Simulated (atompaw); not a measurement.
# Cutoff test, Ti, PAW (atompaw)

| Item | Value |
| --- | --- |
| Element | titanium (Ti) |
| Generator | atompaw 4.2.0.5 |
| Type | PAW |
| Functional | LDA (PW92) |
| Relativity | scalar-relativistic |
| Frozen core | [Ne] |
| Valence charge | 12 |
| Reference configuration | 3s2 3p6 3d2 4s2 4p0 |
| Partial waves | 3s (bound): rc 1.65 bohr; 4s (bound): rc 1.70 bohr; 3p (bound): rc 1.65 bohr; 4p (bound, empty): rc 1.75 bohr; 3d (bound): rc 1.10 bohr; 3d channel at 0.25 Ry: rc 1.75 bohr |
| Local potential | bessel scheme, radius 1.15 bohr |
| Core correction | smooth core density matched at 1.65 bohr |
| Augmentation charge | besselshape compensation charge, radius 1.65 bohr; PAW radius 1.75 bohr; waves and projectors: custom polynom vanderbiltortho |

The pseudo-atom Hamiltonian at the reference potential is diagonalised in spherical Bessel functions j_l(qr) that vanish at 20 bohr, with q² up to the cutoff. All-electron valence levels (Ry): 3s -4.5766, 4s -0.3376, 3p -2.8510, 4p -0.1129, 3d -0.3281.

How do the lowest levels (Ry) of each channel move with the cutoff, and are there ghosts?

| cutoff (Ry) | s #1 | s #2 | s #3 | p #1 | p #2 | p #3 | d #1 | d #2 | f #1 | f #2 | Σ f·Δε (mRy) |
| --- | --- | --- | --- | --- | --- | --- | --- | --- | --- | --- | --- |
| 8 | -4.3664 | -0.3126 | 0.0072 | -1.7805 | -0.0672 | 0.0565 | -0.0092 | 0.0706 | 0.1060 | 0.2230 | 7531.3 |
| 15 | -4.5660 | -0.3365 | 0.0040 | -2.7377 | -0.1090 | 0.0459 | -0.1719 | 0.0543 | 0.1060 | 0.2230 | 1015.8 |
| 25 | -4.5760 | -0.3375 | 0.0039 | -2.8484 | -0.1128 | 0.0451 | -0.2606 | 0.0519 | 0.1060 | 0.2230 | 152.1 |
| 40 | -4.5765 | -0.3376 | 0.0039 | -2.8502 | -0.1128 | 0.0451 | -0.2912 | 0.0517 | 0.1060 | 0.2230 | 79.0 |
| 55 | -4.5766 | -0.3376 | 0.0039 | -2.8510 | -0.1128 | 0.0451 | -0.3152 | 0.0517 | 0.1060 | 0.2230 | 26.4 |
| 80 | -4.5766 | -0.3376 | 0.0039 | -2.8510 | -0.1128 | 0.0451 | -0.3271 | 0.0516 | 0.1060 | 0.2230 | 2.2 |
| 110 | -4.5766 | -0.3376 | 0.0039 | -2.8510 | -0.1128 | 0.0451 | -0.3275 | 0.0516 | 0.1060 | 0.2230 | 1.2 |
| 160 | -4.5766 | -0.3376 | 0.0039 | -2.8510 | -0.1128 | 0.0451 | -0.3281 | 0.0516 | 0.1060 | 0.2230 | 0.1 |
| 400 | -4.5766 | -0.3376 | 0.0039 | -2.8510 | -0.1128 | 0.0451 | -0.3281 | 0.0516 | 0.1060 | 0.2230 | 0.0 |

Result: no extra level below or beside the all-electron valence levels (s, p, d, f tested); 10 mRy is reached at 70 Ry and 1 mRy at 120 Ry.
